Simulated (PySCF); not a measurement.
Isomers of C8H12BN, from PySCF 2.14.0, PBE0-D3(BJ)/def2-SVP geometry optimisation, gas phase. One conformer each, no zero-point energy, no frequencies.

Question: Which is lower in electronic energy at this level?
A. `[BH2:1][c:2]1[cH:3][cH:4][cH:5][cH:6][c:7]1[N:8]([CH3:9])[CH3:10]` with H–B1–C2–C3 17° and -158°: A = 2184, B = 1178, C = 805.6 MHz, dipole 2.62 D
B. `c1c(B)ccc(c1)N(C)C`: A = 3430, B = 826.5, C = 671.7 MHz, dipole 5.28 D

Answer: B. That is `Bc1ccc(N(C)C)cc1`, 5.6 kcal/mol below the other.

| SMILES | mapped SMILES | E (Eh) | relative (kcal/mol) | relative (kJ/mol) | dipole (D) |
| --- | --- | --- | --- | --- | --- |
| Bc1ccc(N(C)C)cc1 | [BH2:1][c:2]1[cH:3][cH:4][c:5]([N:6]([CH3:7])[CH3:8])[cH:9][cH:10]1 | -390.92232 | 0.0 | 0.0 | 5.28 |
| Bc1ccccc1N(C)C | [BH2:1][c:2]1[cH:3][cH:4][cH:5][cH:6][c:7]1[N:8]([CH3:9])[CH3:10] | -390.91340 | 5.6 | 23.4 | 2.62 |
